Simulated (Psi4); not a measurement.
C₆H₁₂O₃, charge -1, doublet, at a GFN2-xTB geometry (a state made from the parent by changing its charge; the spin is typed, not shown lowest) (a gas-phase anion, which may not be bound at this level); Psi4 1.11 with MP2/STO-3G.

Here is a job for Psi4.
```
memory 2 GB

molecule {
-1 2
  C     3.02837726    1.25865863   -0.05567488
  O     2.29640563    0.08432616    0.12022640
  C     0.93807368    0.23940587   -0.27244349
  C     0.07635208   -0.94151080    0.20697621
  C     0.64890599   -2.27225044   -0.28082145
  O    -1.22178217   -0.80629368   -0.25992180
  C    -2.02140714    0.29773754    0.38483942
  C    -2.89369560    0.88273900   -0.72117115
  O    -1.42644936    1.05132083    1.24070842
  H     2.60311937    2.08780157    0.52644175
  H     3.05648339    1.56331056   -1.11362965
  H     4.04599172    1.06045452    0.28582399
  H     0.87469961    0.31877746   -1.37015341
  H     0.50312279    1.14118400    0.17682840
  H     0.08505485   -0.91437779    1.31128330
  H     0.05923354   -3.09604081    0.11496539
  H     0.60847695   -2.30701069   -1.36794039
  H     1.68132179   -2.36573447    0.04646379
  H    -2.32546185    1.47554106   -1.46012803
  H    -3.64155625    1.53684625   -0.27183403
  H    -3.39551642    0.07574331   -1.25645332
}

set basis sto-3g
set reference uhf
set freeze_core true
set mp2_type conv
set scf_type pk
set puream true
set d_convergence 1e-8

energy('mp2')
print_variables()
```

**Question.** Predict the main parts of the log of this Psi4 run.

**Answer.** 
```
   => Loading Basis Set <=

    Name: STO-3G
    Role: ORBITAL
    Keyword: BASIS

         ---------------------------------------------------------
                                   SCF
               by Justin Turney, Rob Parrish, Andy Simmonett
                          and Daniel G. A. Smith
                              UHF Reference
         ---------------------------------------------------------

  ==> Geometry <==

    Molecular point group: c1
    Full point group: C1

    Geometry (in Angstrom), charge = -1, multiplicity = 2:

       Center              X                  Y                   Z               Mass
    ------------   -----------------  -----------------  -----------------  -----------------
         C            3.059575851981     1.263001938250    -0.088522524629    12.000000000000
         O            2.327604221981     0.088669468250     0.087378755371    15.994914619570
         C            0.969272271981     0.243749178250    -0.305291134629    12.000000000000
         C            0.107550671981    -0.937167491750     0.174128565371    12.000000000000
         C            0.680104581981    -2.267907131750    -0.313669094629    12.000000000000
         O           -1.190583578019    -0.801950371750    -0.292769444629    15.994914619570
         C           -1.990208548019     0.302080848250     0.351991775371    12.000000000000
         C           -2.862497008019     0.887082308250    -0.754018794629    12.000000000000
         O           -1.395250768019     1.055664138250     1.207860775371    15.994914619570
         H            2.634317961981     2.092144878250     0.493594105371     1.007825032230
         H            3.087681981981     1.567653868250    -1.146477294629     1.007825032230
         H            4.077190311981     1.064797828250     0.252976345371     1.007825032230
         H            0.905898201981     0.323120768250    -1.403001054629     1.007825032230
         H            0.534321381981     1.145527308250     0.143980755371     1.007825032230
         H            0.116253441981    -0.910034481750     1.278435655371     1.007825032230
         H            0.090432131981    -3.091697501750     0.082117745371     1.007825032230
         H            0.639675541981    -2.302667381750    -1.400788034629     1.007825032230
         H            1.712520381981    -2.361391161750     0.013616145371     1.007825032230
[...]
  @UHF Final Energy:  -452.74296142899345
    Total Energy =                       -452.7429614289934534
  DIE_IF_NOT_CONVERGED          => (empty)
[...]
  WFN                           => (empty)
  WFN_TYPE                      => OMP2            !
  WRITER_FILE_LABEL             => (empty)
  ZORA_BASIS_TOLERANCE          => (empty)
  ZORA_NR_DEBUG                 => (empty)
  ZORA_PRUNING_SCHEME           => (empty)
  ZORA_RADIAL_POINTS            => (empty)
  ZORA_SPHERICAL_POINTS         => (empty)

 ==============================================================================
 ==============================================================================
 ==============================================================================

                             MP2
                    Program Written by Ugur Bozkaya,
              Additional Contributions by J. P. Misiewicz

 ==============================================================================
 ==============================================================================
 ==============================================================================

	MO spaces per irreps...

	IRREP   FC   AOCC  BOCC  AVIR    BVIR  FV
	==========================================
	   A     9    28    27    20     21     0
	==========================================

	Computing MP2 energy using SCF MOs (Canonical MP2)...
	==============================================================================
	Nuclear Repulsion Energy (a.u.)    :   480.91414846634854
	SCF Energy (a.u.)                  :  -452.74296142899345
	REF Energy (a.u.)                  :  -452.74296142899345
	Alpha-Alpha Contribution (a.u.)    :    -0.02368418713306
	Alpha-Beta Contribution (a.u.)     :    -0.34079593986570
	Beta-Beta Contribution (a.u.)      :    -0.03478626010114
	Scaled_SS Correlation Energy (a.u.):    -0.01949014907806
	Scaled_OS Correlation Energy (a.u.):    -0.40895512783884
	SCS-MP2 Total Energy (a.u.)        :  -453.17140670591039
	SOS-MP2 Total Energy (a.u.)        :  -453.15191655683230
	SCSN-MP2 Total Energy (a.u.)       :  -452.84586941612565
	SCS-MP2-VDW Total Energy (a.u.)    :  -453.20841545563866
	SOS-PI-MP2 Total Energy (a.u.)     :  -453.22007574480546
	MP2 Correlation Energy (a.u.)      :    -0.39926638709989
	MP2 Total Energy (a.u.)            :  -453.14222781609334
	==============================================================================

  Variable Map:
  ----------------------------------------------------------------------------
[...]
  Array Variable Map:
  ----------------------------------------------------------------------------
[...]
[...]
```
